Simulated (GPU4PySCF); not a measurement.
C₂₄H₁₀N₂O₄, SMILES O=C1NC(=O)c2ccc3c4ccc5c6c(ccc(c7ccc1c2c73)c64)C(=O)NC5=O.

The structure is a stationary point at ωB97M-D3(BJ)/def2-SVP.

Computed with PBE/def2-SVP (GPU4PySCF).

Isolated molecule, no solvent.

Estimate the frontier levels, gap, dipole moment and polarisability. (An estimate is asked for; the answer gives what the named calculation found.)


The highest occupied level is -5.76 eV. The lowest empty level comes out as -4.11 eV. The orbital gap comes out as 1.65 eV and the dipole moment is 0.00 D. The quadrupole, principal values (traceless, Buckingham form, about the centre of nuclear charge) is -36.41, 17.50, 18.90 D·Å, the mean static polarisability is 348.2 bohr³ (51.60 Å³) and the polarisability, principal values is 103.1, 335.3, 606.2 bohr³.
